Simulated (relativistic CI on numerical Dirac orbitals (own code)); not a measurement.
Dy15+: computed level list

Method of calculation: Dirac-Coulomb-Breit CI, orbitals from a KLI potential per configuration, model QED, unscaled Slater integrals (own radial code, finite nucleus).

Configuration list (outside the closed core [Ar] 3d10 4p6): 4s²4d¹⁰4f⁵, 4s²4d¹⁰4f³5s², 4s²4d¹⁰4f³5s5p, 4s²4d¹⁰4f⁴5p, 4s²4d¹⁰4f³5p², 4s²4d¹⁰4f³5s5d, 4s²4d¹⁰4f⁴5d, 4s²4d¹⁰4f³5p5d, 4s²4d⁹4f⁴5s², 4s²4d¹⁰4f³5d², 4s²4d¹⁰4f⁴6s, 4s²4d¹⁰4f⁴6p, 4d¹⁰4f⁷. Levels of other configurations are missing.

The lowest level is 4s²4d¹⁰4f⁵ ⁶H°5/2, with 93 % of that term; Hund's rules for 4s²4d¹⁰4f⁵ give ⁶H° with J = 5/2, in agreement.

```tsv
No.	Configuration	Term	J	E (cm⁻¹)	%	Next component (%)	Lifetime (s)
1	4s²4d¹⁰4f⁵	⁶H°	5/2	0.0	93	6 ⁴G°	
2	4s²4d¹⁰4f⁵	⁶H°	7/2	2441.5	96	4 ⁴G°	8.23e-01
3	4s²4d¹⁰4f⁵	⁶H°	9/2	5191.0	97	2 ⁴G°	4.56e-01
4	4s²4d¹⁰4f⁵	⁶H°	11/2	8104.9	97	1 ⁴I°	4.04e-01
5	4s²4d¹⁰4f⁵	⁶H°	13/2	11084.5	96	3 ⁴I°	4.86e-01
6	4s²4d¹⁰4f⁵	⁶F°	1/2	13001.9	96	4 ⁴D°	6.51e+02
7	4s²4d¹⁰4f⁵	⁶F°	3/2	13399.1	93	4 ⁴D°	5.63e+00
8	4s²4d¹⁰4f⁵	⁶H°	15/2	14044.7	93	7 ⁴I°	8.84e-01
9	4s²4d¹⁰4f⁵	⁶F°	5/2	14362.5	90	6 ⁴F°	1.37e+00
10	4s²4d¹⁰4f⁵	⁶F°	7/2	16361.0	92	6 ⁴F°	8.98e-01
11	4s²4d¹⁰4f⁵	⁶F°	9/2	19083.5	95	3 ⁴F°	6.81e-01
12	4s²4d¹⁰4f⁵	⁶F°	11/2	22205.7	96	4 ⁴G°	8.83e-01
13	4s²4d¹⁰4f⁵	⁴G°	5/2	31787.8	47	30 ⁴F°	1.23e-02
14	4s²4d¹⁰4f⁵	⁴F°	3/2	33593.2	93	4 ⁶F°	2.47e-02
15	4s²4d¹⁰4f⁵	⁴M°	15/2	34884.1	71	12 ²L°	2.37e-01
16	4s²4d¹⁰4f⁵	⁴G°	7/2	36645.5	58	29 ⁴F°	1.44e-02
17	4s²4d¹⁰4f⁵	⁴I°	9/2	37087.7	93	5 ²H°	3.08e-02
18	4s²4d¹⁰4f⁵	⁴I°	11/2	37880.3	63	32 ⁴K°	2.42e-02
19	4s²4d¹⁰4f⁵	⁴I°	13/2	38553.8	40	32 ⁴K°	2.72e-02
20	4s²4d¹⁰4f⁵	⁴M°	17/2	39028.1	84	9 ⁴L°	3.73e-01
21	4s²4d¹⁰4f⁵	⁴F°	5/2	41421.3	49	38 ⁴G°	1.24e-02
22	4s²4d¹⁰4f⁵	⁴I°	15/2	41518.6	43	22 ⁴K°	2.09e-02
23	4s²4d¹⁰4f⁵	⁴M°	19/2	42332.6	89	8 ⁴L°	6.26e-01
24	4s²4d¹⁰4f⁵	⁴G°	9/2	42385.9	71	19 ⁴F°	2.01e-02
25	4s²4d¹⁰4f⁵	⁴M°	21/2	44837.8	91	8 ²N°	2.11e+00
26	4s²4d¹⁰4f⁵	⁴L°	13/2	45135.6	61	36 ⁴I°	2.90e-02
27	4s²4d¹⁰4f⁵	⁴P°	5/2	45286.1	29	27 ⁴D°	3.56e-02
28	4s²4d¹⁰4f⁵	⁴K°	11/2	46025.2	64	33 ⁴I°	3.37e-02
29	4s²4d¹⁰4f⁵	⁴L°	15/2	46669.7	52	18 ⁴I°	4.88e-02
30	4s²4d¹⁰4f⁵	⁴F°	7/2	47226.2	55	30 ⁴G°	1.48e-02
31	4s²4d¹⁰4f⁵	⁴G°	11/2	48142.7	73	22 ⁴H°	5.51e-02
32	4s²4d¹⁰4f⁵	⁴D°	1/2	48282.7	54	43 ²P°	1.59e-02
33	4s²4d¹⁰4f⁵	⁶P°	3/2	48751.7	45	28 ⁴P°	3.93e-02
34	4s²4d¹⁰4f⁵	⁴L°	17/2	48852.5	49	38 ⁴K°	9.37e-02
35	4s²4d¹⁰4f⁵	⁴K°	13/2	49239.5	61	15 ²K°	8.39e-02
36	4s²4d¹⁰4f⁵	⁴F°	9/2	51689.6	57	19 ⁴H°	2.22e-02
37	4s²4d¹⁰4f⁵	⁴D°	7/2	52059.2	62	27 ⁶P°	4.28e-02
38	4s²4d¹⁰4f⁵	⁴H°	7/2	52603.6	87	8 ²G°	2.24e-02
39	4s²4d¹⁰4f⁵	⁴K°	17/2	52819.3	38	30 ²L°	1.63e-01
40	4s²4d¹⁰4f⁵	⁴D°	3/2	53285.1	60	29 ⁶P°	1.65e-02
41	4s²4d¹⁰4f⁵	⁴K°	15/2	53290.5	57	31 ⁴L°	8.70e-02
42	4s²4d¹⁰4f⁵	⁶P°	5/2	54263.3	53	28 ⁴D°	2.47e-02
43	4s²4d¹⁰4f⁵	⁴L°	19/2	54426.9	83	8 ²M°	1.17e-01
44	4s²4d¹⁰4f⁵	⁴H°	9/2	54717.2	61	19 ⁴G°	1.75e-02
45	4s²4d¹⁰4f⁵	⁴H°	13/2	55173.5	86	7 ⁴I°	3.16e-02
46	4s²4d¹⁰4f⁵	⁴H°	11/2	55212.1	58	27 ⁴G°	1.76e-02
47	4s²4d¹⁰4f⁵	⁴G°	9/2	56567.5	52	18 ⁴F°	1.47e-02
48	4s²4d¹⁰4f⁵	²L°	15/2	56921.0	50	19 ⁴I°	1.28e-02
49	4s²4d¹⁰4f⁵	⁴G°	7/2	56967.5	85	8 ²G°	1.37e-02
50	4s²4d¹⁰4f⁵	⁴G°	5/2	57597.7	93	3 ²F°	2.42e-02
51	4s²4d¹⁰4f⁵	⁶P°	7/2	57870.9	71	26 ⁴D°	8.37e-02
52	4s²4d¹⁰4f⁵	⁴P°	1/2	58642.3	66	17 ²P°	2.51e-02
53	4s²4d¹⁰4f⁵	⁴P°	3/2	59805.5	44	26 ²P°	5.67e-02
54	4s²4d¹⁰4f⁵	⁴G°	11/2	60141.8	74	12 ²H°	1.19e-02
55	4s²4d¹⁰4f⁵	²F°	5/2	62381.3	41	26 ⁴D°	1.06e-02
56	4s²4d¹⁰4f⁵	²K°	13/2	62422.8	79	9 ⁴I°	1.42e-02
57	4s²4d¹⁰4f⁵	²L°	17/2	62724.3	35	24 ²M°	2.84e-02
58	4s²4d¹⁰4f⁵	²N°	19/2	62934.2	80	15 ²M°	3.30e-02
59	4s²4d¹⁰4f⁵	⁴G°	9/2	63636.6	33	33 ⁴F°	2.20e-02
60	4s²4d¹⁰4f⁵	⁴P°	5/2	64245.0	56	20 ⁶P°	2.37e-02
61	4s²4d¹⁰4f⁵	⁴F°	9/2	64354.5	43	33 ⁴I°	5.03e-02
62	4s²4d¹⁰4f⁵	²N°	21/2	64378.4	58	35 ²O°	3.21e-02
63	4s²4d¹⁰4f⁵	²M°	17/2	66086.7	66	31 ²L°	4.06e-02
64	4s²4d¹⁰4f⁵	⁴F°	7/2	67439.4	87	5 ²F°	7.04e-02
65	4s²4d¹⁰4f⁵	⁴I°	11/2	67512.0	70	20 ²H°	4.95e-02
66	4s²4d¹⁰4f⁵	²P°	1/2	68032.5	40	34 ⁴P°	1.25e-02
67	4s²4d¹⁰4f⁵	⁴I°	15/2	68352.2	76	19 ²K°	4.87e-02
68	4s²4d¹⁰4f⁵	⁴I°	13/2	68999.4	68	17 ²K°	4.13e-02
69	4s²4d¹⁰4f⁵	⁴F°	5/2	69141.3	87	7 ²D°	4.64e-02
70	4s²4d¹⁰4f⁵	⁴F°	3/2	69216.1	82	13 ²D°	7.72e-02
```

Energies count from the lowest computed level; ° marks odd parity; lifetimes are radiative, by E1, M1, E2, M2 decay to levels of this space only.

The mean weight of the leading LS term, summed over parents, in these 70 levels is 69 %, and that of the leading jj configuration (from the same eigenvectors) 51 %, so LS coupling describes them better.

At this charge energies of transitions that change n are usually good to better than 1 %, and those within a shell (Δn = 0) to a few per cent. Terms inside the open d or f shell come out 10 to 20 % too wide with unscaled integrals. Levels and lines within the n = 5 or 6 shells can be off by up to 10 % or somewhat more, and those that change n by about 2 %, since core polarisation is missing.

Landé's interval rule says that E(J) − E(J−1) = AJ with one A. For the ground term the intervals give A = 697.6, 611.0, 529.8, 458.4, 394.7 cm⁻¹ for J = 7/2, 9/2, 11/2, 13/2, 15/2; the multiplet is regular.

LS names give the leading component of a level, which can be under half, so a name can repeat, a term be missing and a line seem to break the LS rules.
